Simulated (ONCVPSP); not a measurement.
**An all-electron radial function and its pseudo partner (Pb (Z = 82))**

Columns: radius, all-electron u(r) and pseudo u(r) of the 6p shell (level -9.88 eV) of lead in the configuration [Xe] 4f14 5d10 6s2 6p1; PBEsol, scalar-relativistic, ONCV scheme, ONCVPSP 4.0.1.

```
r (bohr)  all-electron  pseudo
   0.128       -0.1281  0.0016
   0.255        0.1306  0.0066
   0.382        0.1444  0.0159
   0.510       -0.0651  0.0310
   0.638       -0.2380  0.0527
   0.765       -0.2963  0.0814
   0.893       -0.2573  0.1175
   1.020       -0.1591  0.1604
   1.148       -0.0333  0.2099
   1.275        0.0962  0.2645
   1.402        0.2179  0.3232
   1.530        0.3261  0.3844
   1.658        0.4174  0.4452
   1.785        0.4911  0.5017
   1.912        0.5487  0.5514
   2.040        0.5921  0.5921
   2.168        0.6225  0.6222
   2.295        0.6415  0.6414
   2.422        0.6510  0.6510
   2.550        0.6525  0.6525
   2.678        0.6473  0.6473
   2.805        0.6367  0.6367
   2.932        0.6218  0.6218
   3.060        0.6032  0.6032
   3.188        0.5820  0.5820
   3.315        0.5590  0.5590
```

How many radial nodes do the two functions have?

The all-electron 6p function has n − l − 1 = 4 (the table is too coarse to show those close to the nucleus); the pseudo-wave has 0, since the states of the same l below it are removed with the core.

At about which radius was the pseudo-wave matched?

2.55 bohr. The columns agree to 0.0005 from 2.04 bohr on; several derivatives are matched, so the curves merge somewhat inside the radius.

Is the pseudo-wave norm-conserving?

Yes: the ONCV scheme keeps the norm inside the radius equal to the all-electron one, which fixes the energy derivative of the logarithmic derivative at the level.
